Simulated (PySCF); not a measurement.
**Rb: ionisation energy**

Rb [Kr] 5s1 (2S) → Rb⁺ [Kr] (1S), as a difference of total energies. Computed with PySCF 2.14 in x2c-SVPall (6s4p5d1f, 50 functions), with the spin-free X2C one-electron Hamiltonian (Gaussian nucleus). The calculations carry no spin-orbit coupling.

```tsv
method	ionisation energy (eV)
UHF	3.806
PBE0	4.226
M06-L	3.542
```

For comparison: 4.177 eV (measured; NIST Atomic Spectra Database, ionization energies).
